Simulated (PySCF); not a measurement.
C6H6F2.
Atom-mapped SMILES: `[CH2:1]=[C:2]([F:3])/[CH:4]=[CH:5]\[CH:6]=[CH:7]/[F:8]` (hydrogens: H9, H10 on C1; H11 on C4; H12 on C5; H13 on C6; H14 on C7)

The same species was optimised twice, with GFN2-xTB and with PBE0-D3(BJ)/def2-SVP (PySCF), and the same property calculations (PySCF, gas phase) were run on both structures.

```tsv
coordinate	GFN2-xTB	PBE0-D3(BJ)/def2-SVP	change
C2–F3 (Å)	1.355	1.341	-0.014
C7–F8 (Å)	1.342	1.328	-0.014
C4=C5 (Å)	1.346	1.353	+0.007
C6=C7 (Å)	1.332	1.340	+0.008
C1=C2 (Å)	1.332	1.339	+0.007
C5–C6 (Å)	1.439	1.446	+0.007
C2–C4 (Å)	1.443	1.449	+0.006
F3–C2–C4 (°)	117.5	116.1	-1.4
C1–C2–F3 (°)	117.6	118.6	+1.0
C4–C5–C6 (°)	127.7	128.4	+0.7
C2–C4–C5 (°)	129.4	129.0	-0.4
C1–C2–C4 (°)	124.9	125.3	+0.4
C5–C6–C7 (°)	123.1	123.1	0.0
C6–C7–F8 (°)	122.7	122.6	-0.1
C1–C2–C4–C5 (°)	180	179	-1
C4–C5–C6–C7 (°)	180	-179	+1
```

Rotational constants: A = 6674, B = 886.8, C = 782.8 MHz (GFN2-xTB) against A = 6735, B = 882.1, C = 780.0 MHz (PBE0-D3(BJ)/def2-SVP).

On the GFN2-xTB structure: HOMO (eV) -6.45 [PBE0/pcSseg-1]; LUMO (eV) -1.64 [PBE0/pcSseg-1]; dipole (D) 0.55 [PBE0/pcSseg-1]; GIAO shielding of C1 (ppm) 82.7 [PBE0/pcSseg-1]; GIAO shielding of C2 (ppm) 11.0 [PBE0/pcSseg-1]; GIAO shielding of F3 (ppm) 284.9 [PBE0/pcSseg-1]; GIAO shielding of C4 (ppm) 61.7 [PBE0/pcSseg-1]; GIAO shielding of C5 (ppm) 57.8 [PBE0/pcSseg-1]; GIAO shielding of C6 (ppm) 71.0 [PBE0/pcSseg-1]; GIAO shielding of C7 (ppm) 25.1 [PBE0/pcSseg-1]; GIAO shielding of F8 (ppm) 289.4 [PBE0/pcSseg-1].

**Question.** What do these properties become on the PBE0-D3(BJ)/def2-SVP structure?

**Answer.** 
```json
{"property": "HOMO (eV)", "level": "PBE0/pcSseg-1", "on GFN2-xTB": "-6.45", "on PBE0-D3(BJ)/def2-SVP": "-6.40", "change": "+0.05"}
{"property": "LUMO (eV)", "level": "PBE0/pcSseg-1", "on GFN2-xTB": "-1.64", "on PBE0-D3(BJ)/def2-SVP": "-1.64", "change": "0.00"}
{"property": "dipole (D)", "level": "PBE0/pcSseg-1", "on GFN2-xTB": "0.55", "on PBE0-D3(BJ)/def2-SVP": "0.42", "change": "-0.13"}
{"property": "energy, GFN2-xTB geometry as zero (kcal/mol)", "level": "PBE0/pcSseg-1", "on GFN2-xTB": "0.0", "on PBE0-D3(BJ)/def2-SVP": "-0.2", "change": "-0.2"}
{"property": "GIAO shielding of C1 (ppm)", "level": "PBE0/pcSseg-1", "on GFN2-xTB": "82.7", "on PBE0-D3(BJ)/def2-SVP": "82.0", "change": "-0.7"}
{"property": "GIAO shielding of C2 (ppm)", "level": "PBE0/pcSseg-1", "on GFN2-xTB": "11.0", "on PBE0-D3(BJ)/def2-SVP": "10.7", "change": "-0.3"}
{"property": "GIAO shielding of F3 (ppm)", "level": "PBE0/pcSseg-1", "on GFN2-xTB": "284.9", "on PBE0-D3(BJ)/def2-SVP": "285.1", "change": "+0.2"}
{"property": "GIAO shielding of C4 (ppm)", "level": "PBE0/pcSseg-1", "on GFN2-xTB": "61.7", "on PBE0-D3(BJ)/def2-SVP": "59.7", "change": "-2.0"}
{"property": "GIAO shielding of C5 (ppm)", "level": "PBE0/pcSseg-1", "on GFN2-xTB": "57.8", "on PBE0-D3(BJ)/def2-SVP": "55.9", "change": "-1.9"}
{"property": "GIAO shielding of C6 (ppm)", "level": "PBE0/pcSseg-1", "on GFN2-xTB": "71.0", "on PBE0-D3(BJ)/def2-SVP": "69.4", "change": "-1.6"}
{"property": "GIAO shielding of C7 (ppm)", "level": "PBE0/pcSseg-1", "on GFN2-xTB": "25.1", "on PBE0-D3(BJ)/def2-SVP": "25.0", "change": "-0.1"}
{"property": "GIAO shielding of F8 (ppm)", "level": "PBE0/pcSseg-1", "on GFN2-xTB": "289.4", "on PBE0-D3(BJ)/def2-SVP": "288.7", "change": "-0.7"}
```

The heavy atoms differ by 0.020 Å rms after alignment. Among bonds between heavy atoms C2–F3 and C7–F8 change most and about equally (-0.014 Å). Changes are differences of the printed values. Neither structure is proved a minimum here.

Conformer computed: `[CH2:1]=[C:2]([F:3])/[CH:4]=[CH:5]\[CH:6]=[CH:7]/[F:8]`: C1–C2–C4–C5 179°, C4–C5–C6–C7 -179°.
